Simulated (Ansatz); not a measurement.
Ansatz (a first-principles code) input (CCSD(T)/6-31G):

Ansatz 0.2 input:
```yaml
crystal:
  periodic: [false, false, false]
  atoms:
    - {symbol: O, position_ang: [0.85192721, -1.53428983, -0.23709556]}
    - {symbol: Si, position_ang: [-0.22738337, -0.42930143, 0.33799176]}
    - {symbol: O, position_ang: [-1.55876566, -0.55738069, -0.60661302]}
    - {symbol: Cl, position_ang: [0.51468203, 1.50922027, 0.17694634]}
    - {symbol: H, position_ang: [1.73472816, -1.55469293, 0.14430037]}
    - {symbol: H, position_ang: [-1.64624784, -1.35846749, -1.13460434]}
basis:
  gaussian:
    orbitals: 6-31G
magnetization: {spin_polarized: true, initial_magnetization: 1}
correlation: {method: ccsd_t, electrons: outside_noble_gas}
```

End of the output:

```
integrals: 0.03 GiB planned
494 factors; integrals over basis functions are off by at most 2.8e-4 eV
0.33 GiB of device memory are held for the factors and their scratch space
mean field: 0.14 GiB planned
mean field evaluation 1: about -24465.8913 eV, gradient 2.9e1 eV
mean field evaluation 2: about -24465.8998 eV, gradient 2.9e1 eV
mean field evaluation 4: about -24469.4654 eV, gradient 2.0e0 eV
mean field evaluation 8: about -24469.5237 eV, gradient 1.3e-1 eV
mean field evaluation 16: about -24468.3198 eV, gradient 1.8e1 eV
mean field -24469.52403368 eV, -899.2384221985 hartree, gradient 2.7e-6 eV, S^2 0.754626; 0 other end points of the search recorded, 0 dependent functions left out
12 core orbitals not correlated
reference -24469.52403368 eV, -899.2384221985 hartree; 13, 12 occupied and 23, 24 virtual orbitals, 494 factors
second order -8.87057361 eV of doubles, -0.00000000 eV of singles
coupled cluster: 0.16 GiB planned
cycle   1  -8.84826999 eV  change    2.2e-2 eV  update   9.1e-2
cycle   2  -9.13280045 eV  change   -2.8e-1 eV  update   2.7e-2
cycle   3  -9.22066905 eV  change   -8.8e-2 eV  update   1.6e-2
cycle   4  -9.22377951 eV  change   -3.1e-3 eV  update   4.4e-3
cycle   5  -9.22168601 eV  change    2.1e-3 eV  update   2.1e-3
cycle   6  -9.22145003 eV  change    2.4e-4 eV  update   7.4e-4
cycle   7  -9.22137754 eV  change    7.2e-5 eV  update   2.6e-4
cycle   8  -9.22142480 eV  change   -4.7e-5 eV  update   9.4e-5
cycle   9  -9.22147542 eV  change   -5.1e-5 eV  update   3.7e-5
cycle  10  -9.22147678 eV  change   -1.4e-6 eV  update   1.5e-5
perturbative correction -0.16595085 eV, -0.0060985813 hartree
Total energy: -24478.91146131 eV, -899.5834038011 hartree
```

It need not be the lowest isomer of its formula.
